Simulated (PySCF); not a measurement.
**What went wrong, or what changed?**

The sound run of NdCl3(H2O) (singlet in the valence; each metal's 4f electrons, 3 of them, lie in its core potential, out of spins and levels) uses PySCF 2.14.0, RKS r2SCAN, Nd lcecp-1-SVP with ECP49, Cl def2-SVP, O def2-SVP, H def2-SVP; non-relativistic Hamiltonian with scalar-relativistic core potentials where named; density fitting; no spin-orbit coupling, grid (50, 194), threshold 1e-8 and 55 cycles at the relaxed geometry. This run, with dm0 from free metal ions and neutral atoms, differs:

```python
mol = gto.M(atom='''
Nd     0.01538    -0.09939     0.00880
Cl     0.95106     2.12350     0.92251
Cl    -1.61269    -1.49981     1.39532
Cl     1.21321    -1.24446    -1.93831
O     -1.28478     1.50466    -1.29960
H     -0.98491     2.40709    -1.09488
H     -1.68163     1.51820    -2.18207''',
    basis={'Nd': 'lcecp-1-SVP', 'Cl': 'def2-SVP', 'O': 'def2-SVP', 'H': 'def2-SVP'},
    ecp={'Nd': 'lcecp-1-SVP'},
    charge=4, spin=0)
mf = dft.RKS(mol, xc='R2SCAN')
mf.grids.atom_grid = (50, 194)  # f atoms: unpruned, at least (60, 302)
mf = mf.density_fit()  # fitting sets: Nd AutoAux, Cl def2-universal-JKFIT, O def2-universal-JKFIT, H def2-universal-JKFIT
mf.conv_tol = 1e-08; mf.max_cycle = 75
mf.kernel(dm0)
```

**Question.** What was changed, and how did it end?

**Answer.** The charge was changed. The SCF did not converge. The cycle limit differs too. These settings are unsound on purpose: the numbers aren't the compound's.
```
init E= -1447.1526910161
cycle= 1 E= -1485.04518373449  delta_E= -37.9  |g|= 2.91  |ddm|= 4.14
cycle= 2 E= -1437.33112219255  delta_E= 47.7  |g|= 11.5  |ddm|= 10.4
cycle= 3 E= -1477.38724481583  delta_E= -40.1  |g|= 4.95  |ddm|= 8.19
cycle= 4 E= -1482.75333254827  delta_E= -5.37  |g|= 2.72  |ddm|= 6.11
cycle= 5 E= -1485.34682232551  delta_E= -2.59  |g|= 2.48  |ddm|= 3.79
...
cycle= 72 E= -1486.93219217197  delta_E= -0.733  |g|=  1.4  |ddm|= 2.99
cycle= 73 E= -1486.42982479364  delta_E= 0.502  |g|= 1.47  |ddm|= 2.58
cycle= 74 E= -1486.13112633341  delta_E= 0.299  |g|= 1.42  |ddm|= 0.467
cycle= 75 E= -1487.01615073181  delta_E= -0.885  |g|= 1.24  |ddm|= 1.55
SCF not converged.
```

Run from Python with OMP_NUM_THREADS=2; the lines above give its settings.
It took 31 s on 2 threads of Arm Neoverse V1, on a shared host.

No frequency check is given that shows the relaxed geometry to be a minimum. An lcecp potential fixes the number of 4f electrons, so in runs with it no electron can move into or out of that shell.
